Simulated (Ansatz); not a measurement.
Tuning the range parameter of LC-ωPBE so that −HOMO meets the ionisation energy; basis def2-TZVP, Ansatz. System: OsO3(NH) (OsNO₃H). Total charge 0; singlet. Geometry: PBE0-D4/def2-SVP. The ionised state is a doublet.

Geometry of the singlet:

```xyz
6

Os    0.016    0.445   -0.080
O     1.287    1.134    0.817
O     0.278    0.731   -1.737
O    -1.455    1.160    0.390
N    -0.045   -1.239    0.206
H    -0.082   -2.232    0.404
```

In the def2 sets Os takes a core potential; there is no spin–orbit coupling. The restricted singlet is unstable towards broken spin symmetry in Hartree–Fock (as tested in another run); at LC-ωPBE (ω = 0.10 bohr⁻¹)/def2-TZVP, LC-ωPBE (ω = 0.15 bohr⁻¹)/def2-TZVP, LC-ωPBE (ω = 0.20 bohr⁻¹)/def2-TZVP, LC-ωPBE (ω = 0.30 bohr⁻¹)/def2-TZVP this wasn't settled.

```tsv
ω (1/bohr)	HOMO (eV)	LUMO (eV)	vertical IE (eV)	HOMO + IE (eV)
0.1	-9.25	-2.61	11.09	1.84
0.15	-9.86	-2.11	11.13	1.27
0.2	-10.38	-1.77	11.19	0.81
0.3	-11.22	-1.44	11.33	0.10
```

(1) Where does the tuning condition hold?

Results:

(1) Not within the range that was run.
